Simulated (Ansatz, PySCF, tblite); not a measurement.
Interaction energy of H4Si2 ··· H2 (SMILES [SiH][SiH3] and [H][H]). Monomers: optimised at B3LYP-D3(BJ) (def2-TZVP), held rigid. Orientation: a higher rigid-body minimum at GFN2-xTB. Only R, the distance of the centres of mass, is varied, so the lowest point isn't the relaxed dimer.

Geometry at R = 3.36 Å (first 6 atoms: monomer A):
```
8

Si     0.1923     1.3744     1.2855
H     -0.4794     2.1568     0.1639
Si     0.0955    -0.5711    -0.1116
H      0.8556    -0.3095    -1.3656
H     -1.3190    -0.8526    -0.4821
H      0.6550    -1.7979     0.5098
H      3.0912    -0.0182     0.7337
H      3.8320    -0.0154     0.8015
```

Computed with: GFN2-xTB (tblite); RKS-M06-2X/6-31G* = PySCF 2.14.0 with restricted M06-2X/6-31G*, spherical d, no counterpoise correction; RKS-B3LYP/6-31G* = restricted B3LYP/6-31G*, spherical d, no counterpoise correction (PySCF); CCSD(T)/aug-cc-pVDZ = CCSD(T) on RHF/aug-cc-pVDZ, frozen core, counterpoise-corrected in Ansatz (a quantum-chemistry and plane-wave program).

Interaction energies in kcal/mol; the last columns give the difference from CCSD(T):

| R / Å | GFN2-xTB | RKS-M06-2X/6-31G* | RKS-B3LYP/6-31G* | CCSD(T)/aug-cc-pVDZ | GFN2-xTB − CCSD(T)/aug-cc-pVDZ | RKS-M06-2X/6-31G* − CCSD(T)/aug-cc-pVDZ | RKS-B3LYP/6-31G* − CCSD(T)/aug-cc-pVDZ |
|---|---|---|---|---|---|---|---|
| 2.98 | -0.42 | -0.20 | 1.27 | 0.82 | -1.24 | -1.02 | 0.44 |
| 3.14 | -0.71 | -0.42 | 0.83 | 0.35 | -1.06 | -0.77 | 0.48 |
| 3.36 | -0.81 | -0.49 | 0.47 | 0.01 | -0.82 | -0.49 | 0.47 |
| 3.52 | -0.78 | -0.46 | 0.33 | -0.11 | -0.67 | -0.35 | 0.44 |
| 3.72 | -0.70 | -0.40 | 0.22 | -0.17 | -0.53 | -0.23 | 0.38 |
| 4.08 | -0.52 | -0.30 | 0.13 | -0.16 | -0.36 | -0.14 | 0.29 |
| 4.40 | -0.38 | -0.24 | 0.09 | -0.12 | -0.26 | -0.11 | 0.21 |
| 4.84 | -0.24 | -0.14 | 0.06 | -0.08 | -0.17 | -0.06 | 0.13 |
| 5.54 | -0.12 | -0.03 | 0.03 | -0.03 | -0.08 | 0.00 | 0.06 |
| 6.54 | -0.04 | 0.00 | 0.01 | -0.01 | -0.03 | 0.01 | 0.02 |
| 7.88 | -0.01 | 0.00 | 0.00 | 0.00 | -0.01 | 0.01 | 0.01 |

GFN2-xTB is furthest from CCSD(T)/aug-cc-pVDZ at 2.98 (-1.24 kcal/mol, below); its mean absolute difference over the points is 0.48 kcal/mol.

RKS-M06-2X/6-31G* is furthest from CCSD(T)/aug-cc-pVDZ at 2.98 (-1.02 kcal/mol, below); its mean absolute difference over the points is 0.29 kcal/mol.

RKS-B3LYP/6-31G* is furthest from CCSD(T)/aug-cc-pVDZ at 3.14 (0.48 kcal/mol, above); its mean absolute difference over the points is 0.27 kcal/mol.
